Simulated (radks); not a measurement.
Spherical jellium clusters: N electrons in a uniform positive sphere of charge N and radius rs N^(1/3), rs = 5.16 bohr. Level of theory: non-relativistic Kohn-Sham, PBEsol, spin-polarised, spherical densities (a radial shooting solver with Libxc functionals). Levels are named by radial order and angular momentum (1s, 1p, 1d, 2s, ...), and open shells are averaged over m. Each electron was tried in the lowest free levels, single moves between levels near the top were tried too, and the lowest total energy was kept; such a search can miss a lower state. The series stops at N = 12: beyond it a trial failed or the search could not be trusted, so later rows were left out. Energies include the self-energy of the background; IP and EA are vertical (highest electron removed, lowest free level filled), at fixed background; spill-out counts the electrons outside the background radius R, and alpha is the static dipole polarisability from linear response (closed shells only). A dash means not computed or, for alpha, an open shell; in EA it means that no bound solution was reached, which is typical of self-interaction and does not show that the anion is unstable. Real open-shell clusters deform, which this model forbids.

N	open shells	2S	E/N (eV)	E(N+1) + E(N-1) - 2E(N) (eV)	IP (eV)	EA (eV)	-e(HOMO) (eV)
1	1s(up 1, down 0)	1	-1.404	-	-	-	2.560
2	none	0	-1.646	0.628	4.247	-	2.591
3	1p(up 1, down 0)	1	-1.518	-0.487	3.325	-	1.938
4	1p(up 2, down 0)	2	-1.575	-0.299	3.693	-	2.299
5	1p(up 3, down 0)	3	-1.669	0.351	3.871	-	2.519
6	1p(up 3, down 1)	2	-1.673	-0.307	3.421	-	2.243
7	1p(up 3, down 2)	1	-1.720	-0.194	3.664	1.338	2.473
8	none	0	-1.780	0.745	3.798	-	2.626
9	1d(up 1, down 0)	1	-1.743	-0.198	3.001	-	1.931
10	1d(up 2, down 0)	2	-1.734	-0.158	3.171	1.094	2.111
11	1d(up 3, down 0)	3	-1.740	-0.130	3.298	1.247	2.253
12	1d(up 4, down 0)	4	-1.757	-	3.397	1.374	2.368

All shells are closed at N = 2, 8 (there: 1s2 1p6); the second difference of the energy has clear peaks (12 % above both neighbours; the first and last values, which can be the largest, are not judged, and half-filled shells can peak too) at N = 5, 8.
